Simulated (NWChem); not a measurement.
System: C₃H₄F₂O; SMILES COC=C(F)F

Excerpt of the output:

```
             Northwest Computational Chemistry Package (NWChem) 7.3.0
             --------------------------------------------------------

 C1  symmetry detected

                             Geometry "geometry" -> ""
                             -------------------------

 Output coordinates in angstroms (scale by  1.889725989 to convert to a.u.)

  No.       Tag          Charge          X              Y              Z
 ---- ---------------- ---------- -------------- -------------- --------------
    1 C                    6.0000     0.12108387    -2.47620818     0.33812799
    2 O                    8.0000    -0.27154441    -1.32720040    -0.40474752
    3 C                    6.0000     0.53952108    -0.24546717    -0.21073849
    4 C                    6.0000     0.03333720     0.96910192    -0.01693058
    5 F                    9.0000    -1.25668889     1.25543497     0.06893786
    6 F                    9.0000     0.78481437     2.06268393     0.07301727
    7 H                    1.0000    -0.55038719    -3.28341567     0.03846935
    8 H                    1.0000     0.03058320    -2.30436920     1.41891643
    9 H                    1.0000     1.15760448    -2.76314926     0.10760280
   10 H                    1.0000     1.61777259    -0.37909222    -0.26735809

 Effective nuclear repulsion energy (a.u.)     238.8606681991

                                 NWChem DFT Module
                                 -----------------

 Summary of "ao basis" -> "ao basis" (spherical)
 ------------------------------------------------------------------------------
       Tag                 Description            Shells   Functions and Types
 ---------------- ------------------------------  ------  ---------------------
 C                         def2-tzvp                11       31   5s3p2d1f
 O                         def2-tzvp                11       31   5s3p2d1f
 F                         def2-tzvp                11       31   5s3p2d1f
 H                         def2-tzvp                 4        6   3s1p

            General Information
            -------------------
          SCF calculation type: DFT
          Wavefunction type:  closed shell.
          No. of atoms     :    10
          No. of electrons :    48
           Alpha electrons :    24
            Beta electrons :    24
          Charge           :     0
          Spin multiplicity:     1
          Use of symmetry is: off; symmetry adaption is: off
          Maximum number of iterations: 150
          AO basis - number of functions:   210
                     number of shells:    82
          Convergence on energy requested:  1.00D-06
          Convergence on density requested:  1.00D-05
          Convergence on gradient requested:  5.00D-04

              XC Information
              --------------
                    Becke 1988 Exchange Functional  1.000
              Lee-Yang-Parr Correlation Functional  1.000

             Grid Information
             ----------------
          Grid used for XC integration:  medium
          Radial quadrature: Mura-Knowles
          Angular quadrature: Lebedev.
          Tag              B.-S. Rad. Rad. Pts. Rad. Cut. Ang. Pts.
          ---              ---------- --------- --------- ---------
          C                   0.70       49          12.0       434
          O                   0.60       49           9.0       434
          F                   0.50       49          13.0       434
          H                   0.35       45          12.0       434
          Grid pruning is: on
          Number of quadrature shells:   474
          Spatial weights used:  Erf1

      Superposition of Atomic Density Guess
      -------------------------------------

 Sum of atomic energies:        -388.63368539

      Non-variational initial energy
      ------------------------------

 Total energy =    -391.226902
 1-e energy   =   -1009.726327
 2-e energy   =     379.638756
 HOMO         =      -0.225088
 LUMO         =       0.083311

------------------------------------------------------------
EAF file 0: "./job.aoints.0" size=824180736 bytes
------------------------------------------------------------
               write      read    awrite     aread      wait
               -----      ----    ------     -----      ----
     calls:     1572         0         0         0         0
   data(b): 8.24e+08  0.00e+00  0.00e+00  0.00e+00
   time(s): 0.00e+00  0.00e+00  0.00e+00  0.00e+00  0.00e+00
rate(mb/s): 0.00e+00  0.00e+00
------------------------------------------------------------

     ---------------------------------------------
      Total Density - Mulliken Population Analysis
     ---------------------------------------------

    Atom       Charge   Shell Charges
 -----------   ------   -------------------------------------------------------
    1 C    6     6.16   0.86  1.12  0.54  0.65  0.13  1.13  1.26  0.37  0.02  0.06  0.01
    2 O    8     8.46   0.79  1.18  0.58  0.94  0.24  1.92  2.10  0.65  0.00  0.03  0.00
    3 C    6     6.15   0.86  1.12  0.54  0.61  0.10  1.19  1.21  0.42  0.03  0.07  0.01
    4 C    6     5.13   0.85  1.12  0.51  0.51  0.04  0.88  0.86  0.17  0.04  0.13  0.02
    5 F    9     9.33   0.77  1.20  0.61  1.00  0.31  2.31  2.30  0.83  0.00  0.01  0.00
    6 F    9     9.34   0.77  1.20  0.61  1.00  0.31  2.30  2.30  0.83  0.00  0.01  0.00
    7 H    1     0.86   0.25  0.46  0.13  0.02
    8 H    1     0.87   0.25  0.45  0.15  0.02
    9 H    1     0.86   0.25  0.45  0.14  0.02
   10 H    1     0.85   0.24  0.45  0.14  0.02

[...]
```

Level: BLYP/def2-TZVP. All runs use the structure optimised with B3LYP/6-31G* (spherical d).

### Question
Which NWChem input produces such a log?

### Answer
One answer among several that fit: the input that was run:
```
start job
memory heap 200 mb stack 900 mb global 1100 mb
geometry units angstroms noautoz
  C      0.145282    -2.540295     0.080753
  O     -0.366219    -1.319175    -0.442193
  C      0.495985    -0.266844    -0.320467
  C      0.075252     0.923625     0.097539
  F     -1.158654     1.205464     0.486859
  F      0.857366     1.998720     0.132160
  H     -0.595858    -3.309324    -0.146312
  H      0.292144    -2.480166     1.167325
  H      1.100724    -2.806702    -0.394652
  H      1.533369    -0.398834    -0.620635
end
basis spherical
  * library def2-tzvp
end
dft
  xc becke88 lyp
  iterations 150
  semidirect filesize 400000000
  mulliken
end
task dft energy
```
